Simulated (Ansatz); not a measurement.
[WO3F]- (WO3F⁻). Total charge -1; singlet. Geometry r2SCAN-D4/def2-SVPD; atoms count from 1.

```xyz
5

W     0.002   -0.027    0.001
O     0.760   -0.647   -1.457
O     0.978   -0.475    1.392
O    -1.596   -0.739    0.166
F    -0.145    1.889   -0.103
```

In the def2 sets W takes a core potential; there is no spin–orbit coupling.

(1) Estimate the Mulliken populations from the PBE0/def2-TZVPD orbitals of Ansatz.

(2) And the Mayer bond orders between heavy atoms (over 0.3)?

Answers

(1) 
| atom | charge (e) | d electrons |
| --- | --- | --- |
| W1 | 1.82 | 3.34 |
| O2 | -0.74 | – |
| O3 | -0.74 | – |
| O4 | -0.74 | – |
| F5 | -0.59 | – |
Mulliken values depend strongly on the basis. With diffuse functions, as here, like atoms can get unlike values, and bond orders can come out too low or too high.

(2) W1–O2 1.70 (1.76 Å); W1–O3 1.70 (1.76 Å); W1–O4 1.70 (1.76 Å); W1–F5 0.60 (1.92 Å).
